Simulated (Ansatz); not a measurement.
Isolated molecules relaxed with PBE0-D4/def2-TZVP in Ansatz; ΔE leaves out vibrations. CBS: MP2 limit from def2 TZ/QZ plus the TZ coupled-cluster correction, frozen cores. DFT in def2-TZVPP. B3LYP here is the variant with VWN-RPA as its local correlation; programs differ in this. For Ga outer-core shells are correlated without core-valence functions, which leaves a few kJ/mol of doubt a bond. Scalar relativity is left out up to krypton. Each species was taken in one conformer, which may not be the lowest.

Consider the ligand exchange at the Si–C bond: `B[CH]([GaH2])[SiH2]F` + `BC(=C)S` → `BC(=C)S[SiH2]F` + `B[CH2][GaH2]`.

`B[CH]([GaH2])[SiH2]F`:

```xyz
12

B     0.958   -1.262   -0.229
C    -0.233   -0.498    0.340
Ga    0.590    0.910    1.489
Si   -1.067    0.399   -1.050
F    -1.512   -0.641   -2.187
H     1.720   -0.714   -0.979
H     1.174   -2.401    0.071
H    -0.929   -1.075    0.954
H     0.149    0.904    2.990
H     1.601    1.932    0.878
H    -2.313    1.074   -0.605
H    -0.138    1.372   -1.672
```

`BC(=C)S`:

```xyz
9

B     0.550    0.253   -1.098
C    -0.044   -0.011    0.295
C    -1.223   -0.654    0.382
S     0.780    0.507    1.763
H    -0.059   -0.125   -2.055
H     1.594    0.821   -1.240
H    -1.713   -0.880    1.324
H    -1.724   -0.969   -0.526
H     1.839    1.059    1.155
```

`BC(=C)S[SiH2]F`:

Cartesian coordinates in Å:
```
B -0.095 -0.983 1.057
C 0.853 -0.391 -0.001
C 1.986 -1.054 -0.284
S 0.609 1.191 -0.776
Si -1.474 1.507 -0.594
F -1.914 2.090 0.827
H 0.132 -2.088 1.452
H -1.020 -0.372 1.502
H 2.177 -2.010 0.189
H 2.744 -0.672 -0.963
H -1.784 2.540 -1.606
H -2.213 0.243 -0.803
```

`B[CH2][GaH2]`:

```xyz
9

B    -0.696    1.188   -0.151
C     0.170    0.328    0.743
Ga    0.469   -1.290   -0.413
H    -0.201    1.893   -0.986
H    -1.893    1.112   -0.105
H     1.201    0.667    0.885
H    -0.276   -0.072    1.654
H     1.505   -1.210   -1.586
H    -0.279   -2.616   -0.041
```

```json
{"level": "B3LYP-D4", "ΔE (kJ/mol)": "-36.0"}
{"level": "ωB97M-V", "ΔE (kJ/mol)": "-32.9"}
{"level": "SCS-MP2/def2-TZVPP", "ΔE (kJ/mol)": "-30.3"}
{"level": "HF/def2-QZVPP", "ΔE (kJ/mol)": "-34.4"}
```

Task: What does CCSD(T)/CBS give? (Best estimate.)

Result: The calculation gave: -29.9 kJ/mol. The listed levels differ from it by -6.1, -3.0, -0.4, -4.5 kJ/mol.

Largest T1 diagnostic among the species: 0.013.

In def2-TZVPP, CCSD(T) changes the Hartree–Fock value by +6.2 kJ/mol (the triples alone add −0.3 kJ/mol) and MP2 by +3.7 kJ/mol.
